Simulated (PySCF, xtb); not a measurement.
Se(Me)(SH) (CH4SSe), SMILES C[Se]S. Other conformers were not sampled.

Harmonic wavenumbers (cm⁻¹) from GFN2-xTB (xtb) at its own minimum, in rising order: 124, 179, 240, 395, 551, 757, 858, 876, 1278, 1426, 1429, 2342, 3009, 3021, 3042.

Question: What does PBE0-D3(BJ)/def2-SVP run with PySCF give at its own minimum? (An estimate is asked for; the answer gives what the named calculation found.)

Answer: 141, 196, 310, 408, 606, 833, 904, 911, 1289, 1424, 1444, 2671, 3068, 3187, 3207. Paired by order, the mean absolute difference is 72 cm⁻¹ and the zero-point energies are 27.9 and 29.4 kcal/mol.
